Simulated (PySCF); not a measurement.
C3H8O3Si.
SMILES with atom numbers: `[CH3:1][O:2][SiH:3]([CH:4]=[O:5])[O:6][CH3:7]`

Lines to be assigned: C 1s: 292.59 (area 2), 293.03 (area 1) eV; O 1s: 538.30 (area 1), 538.37 (area 2) eV; Si 1s: 1847.72 eV; Si 2p3/2: 107.69 eV.

Method: PySCF, delta-SCF UKS SCAN, pcX-2 on the ionised atom, pcseg-1 elsewhere, spin-free X2C. The structure is a single PBE0-D3(BJ)/def2-SVP conformer in the gas phase; no vibrational or solvent corrections.

Question: Assign the C 1s lines to atoms.

Answer: 292.59 eV: C1/C7 (methoxy carbon); 293.03 eV: C4 (carbonyl carbon). Lowest listed C 1s: C1/C7, bonded to O and 3 H. Highest, 0.44 eV above it: C4, bonded to O (double bond), H and Si. Summing the Pauling electronegativity differences to the bonded atoms, each weighted by its formal bond order, gives -0.16 for the lowest site and +0.78 for the highest.

Bonded neighbours of each site: C1/C7: O and 3 H; O2/O6: C and Si; Si3: 2 O, C and H; C4: O (double bond), H and Si; O5: C (double bond).

Question: Which effective nuclear charge Zeff reproduces each element's mean 1s value in the hydrogen-like formula E = 13.606 eV × Zeff²?

Answer: C (Z = 6): mean 292.7 eV, Zeff = 4.64, Z − Zeff = 1.36; O (Z = 8): mean 538.3 eV, Zeff = 6.29, Z − Zeff = 1.71; Si (Z = 14): mean 1847.7 eV, Zeff = 11.65, Z − Zeff = 2.35. Means run over the listed sites, weighted by atom count.

Topologically equivalent atoms share the value of their first member; where this conformer doesn't relate them by symmetry, their own values could differ. Spin contamination (⟨S²⟩ against 0.75 for a pure doublet) is marked for C 1s of C4 (0.98), which makes this value less certain. Spin–orbit coupling isn't in the SCF: each 2p doublet comes from a relaxed spin-free hole plus a matrix of the shell (mean-field spin–orbit coupling and the ground-state 2p splitting), with 2p3/2 averaged over its two sublevels. 2p1/2 minus 2p3/2 (ligand field included): Si 0.63 eV.

Hardware: Arm Neoverse V2, one thread, no GPU (shared host). Cost: 67 s, 0.76 GiB resident at most.

Shape of the structure used: `[CH3:1][O:2][SiH:3]([CH:4]=[O:5])[O:6][CH3:7]`: C1–O2–Si3–C4 178°, O2–Si3–C4–O5 -173°, O2–Si3–O6–C7 -172°.
